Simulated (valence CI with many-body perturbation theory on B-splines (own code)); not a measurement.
## Ge18+: calculated level list

Level of theory: valence CI with perturbative core correlation (CI+MBPT): four valence electrons over a frozen Dirac-Fock core [Ne], a basis of 11 s, 11 p, 10 d, 8 f, 5 g, 2 h functions for each j, with the one-electron correlation potential Σ1 (screened to all orders), the two-electron term Σ2, the three-electron term Σ3, Breit, model QED; selected single and double excitations, second order for the rest, scaled by the run's own slope (own B-spline code, finite nucleus).

No measured spectrum was set against this ion. As an estimate, levels of excited configurations hold to 0.05 to 0.15 % of their energy, terms of the ground configuration to about 0.5 %. Among the levels kept, up to 820 cm⁻¹ of a level comes from second order outside the variational space, and about a tenth of that is noise between levels of different J, which matters for small intervals.

Levels 46 to 90 of 172, with energies above the lowest level, 3s2.3p2 3P_0. "Leading %" is the weight of the configuration and term that name the level; weights of strongly mixed levels are sums over their largest components and can fall short. In the jj column 3d3/2^4 stands for four electrons in 3d with j = 3/2.

| No. | Configuration | Term | J | E (eV) | Leading % | Leading jj | g |
| --- | --- | --- | --- | --- | --- | --- | --- |
| 46 | 3s.3p2.3d | 5P | 2 | 130.20 | 90 | 3s 3p1/2 3p3/2 3d3/2 (36 %) | 1.798 |
| 47 | 3s.3p2.3d | 5P | 1 | 130.79 | 94 | 3s 3p1/2 3p3/2 3d3/2 (49 %) | 2.454 |
| 48 | 3p4 | 1S | 0 | 131.42 | 52 | 3s 3p3/2^2 3d5/2 (37 %) |  |
| 49 | 3s.3p2.3d | 3P | 2 | 131.88 | 61 | 3s 3p1/2 3p3/2 3d5/2 (42 %) | 1.472 |
| 50 | 3s.3p2.3d | 3P | 1 | 134.95 | 55 | 3s 3p1/2 3p3/2 3d5/2 (23 %) | 1.370 |
| 51 | 3s.3p2.3d | 3G | 3 | 137.37 | 85 | 3s 3p1/2 3p3/2 3d3/2 (80 %) | 0.787 |
| 52 | 3s.3p2.3d | 3P | 0 | 137.86 | 56 | 3s 3p3/2^2 3d3/2 (29 %) |  |
| 53 | 3s.3p2.3d | 3G | 4 | 138.43 | 92 | 3s 3p1/2 3p3/2 3d5/2 (38 %) | 1.059 |
| 54 | 3s.3p2.3d | 3D | 2 | 138.64 | 57 | 3s 3p1/2^2 3d3/2 (27 %) | 1.064 |
| 55 | 3s.3p2.3d | 3D | 1 | 139.43 | 79 | 3s 3p3/2^2 3d3/2 (34 %) | 0.671 |
| 56 | 3s.3p2.3d | 3D | 3 | 139.53 | 73 | 3s 3p1/2 3p3/2 3d5/2 (57 %) | 1.254 |
| 57 | 3s.3p2.3d | 3G | 5 | 139.73 | 95 | 3s 3p3/2^2 3d5/2 (51 %) | 1.206 |
| 58 | 3s.3p2.3d | 1G | 4 | 140.52 | 71 | 3s 3p1/2 3p3/2 3d5/2 (60 %) | 1.036 |
| 59 | 3s.3p2.3d | 1F | 3 | 141.41 | 55 | 3s 3p1/2 3p3/2 3d5/2 (45 %) | 1.059 |
| 60 | 3s.3p2.3d | 3F | 2 | 141.88 | 51 | 3s 3p3/2^2 3d3/2 (32 %) | 0.905 |
| 61 | 3s.3p2.3d | 3F | 3 | 143.82 | 59 | 3s 3p1/2 3p3/2 3d5/2 (41 %) | 1.169 |
| 62 | 3s.3p2.3d | 3D | 1 | 144.21 | 93 | 3s 3p1/2 3p3/2 3d5/2 (53 %) | 0.532 |
| 63 | 3s.3p2.3d | 1P | 1 | 144.64 | 56 | 3s 3p1/2 3p3/2 3d3/2 (64 %) | 0.843 |
| 64 | 3s.3p2.3d | 3D | 2 | 145.12 | 72 | 3s 3p1/2 3p3/2 3d5/2 (41 %) | 1.088 |
| 65 | 3s.3p2.3d | 3P | 0 | 145.31 | 79 | 3s 3p1/2 3p3/2 3d5/2 (44 %) |  |
| 66 | 3s.3p2.3d | 3P | 1 | 146.20 | 65 | 3s 3p1/2 3p3/2 3d5/2 (56 %) | 1.491 |
| 67 | 3s.3p2.3d | 3F | 4 | 146.96 | 76 | 3s 3p3/2^2 3d3/2 (48 %) | 1.217 |
| 68 | 3s.3p2.3d | 3P | 2 | 147.57 | 60 | 3s 3p3/2^2 3d5/2 (35 %) | 1.419 |
| 69 | 3s.3p2.3d | 3D | 3 | 148.01 | 68 | 3s 3p3/2^2 3d5/2 (68 %) | 1.248 |
| 70 | 3s.3p2.3d | 3D | 1 | 149.07 | 46 | 3s 3p3/2^2 3d3/2 (39 %) | 1.096 |
| 71 | 3s.3p2.3d | 3D | 2 | 149.11 | 59 | 3s 3p3/2^2 3d3/2 (30 %) | 1.085 |
| 72 | 3s.3p2.3d | 3F | 3 | 150.01 | 56 | 3s 3p1/2^2 3d5/2 (30 %) | 1.173 |
| 73 | 3s.3p2.3d | 3F | 2 | 150.30 | 60 | 3s 3p1/2 3p3/2 3d3/2 (44 %) | 0.839 |
| 74 | 3s.3p2.3d | 3S | 1 | 150.52 | 58 | 3s 3p3/2^2 3d5/2 (52 %) | 1.534 |
| 75 | 3s.3p2.3d | 3F | 4 | 153.50 | 92 | 3s 3p3/2^2 3d5/2 (56 %) | 1.242 |
| 76 | 3s.3p2.3d | 3D | 3 | 153.73 | 73 | 3s 3p3/2^2 3d5/2 (68 %) | 1.272 |
| 77 | 3s.3p2.3d | 1D | 2 | 154.13 | 43 | 3s 3p3/2^2 3d5/2 (25 %) | 1.034 |
| 78 | 3s.3p2.3d | 3D | 3 | 157.54 | 77 | 3s 3p3/2^2 3d5/2 (47 %) | 1.287 |
| 79 | 3s.3p2.3d | 3D | 2 | 158.35 | 52 | 3s 3p3/2^2 3d3/2 (61 %) | 1.060 |
| 80 | 3s.3p2.3d | 1D | 2 | 158.73 | 41 | 3s 3p3/2^2 3d5/2 (56 %) | 1.113 |
| 81 | 3s.3p2.3d | 1S | 0 | 158.97 | 40 | 3s 3p1/2 3p3/2 3d3/2 (33 %) |  |
| 82 | 3s.3p2.3d | 3D | 1 | 159.26 | 92 | 3s 3p3/2^2 3d3/2 (69 %) | 0.532 |
| 83 | 3s.3p2.3d | 1P | 1 | 160.73 | 57 | 3s 3p1/2 3p3/2 3d3/2 (48 %) | 1.134 |
| 84 | 3s.3p2.3d | 3P | 2 | 162.53 | 69 | 3s 3p1/2 3p3/2 3d5/2 (30 %) | 1.406 |
| 85 | 3s.3p2.3d | 3P | 1 | 165.17 | 55 | 3s 3p3/2^2 3d5/2 (49 %) | 1.313 |
| 86 | 3s.3p2.3d | 3P | 0 | 165.62 | 61 | 3s 3p3/2^2 3d3/2 (50 %) |  |
| 87 | 3s.3p2.3d | 1F | 3 | 167.85 | 92 | 3s 3p3/2^2 3d3/2 (36 %) | 1.009 |
| 88 | 3s2.3d2 | 3F | 2 | 170.65 | 70 | 3s^2 3d3/2^2 (47 %) | 0.708 |
| 89 | 3s2.3d2 | 3F | 3 | 171.46 | 77 | 3s^2 3d3/2 3d5/2 (77 %) | 1.083 |
| 90 | 3s2.3d2 | 3F | 4 | 172.00 | 80 | 3s^2 3d5/2^2 (60 %) | 1.248 |

Names give the largest LS component (configuration and term), which can be under half, so a name can repeat, a term be missing and a line seem to break the LS rules; names also repeat where a configuration has a term twice.

Where two levels of one J and parity lie close, their mixing, g and order are uncertain.
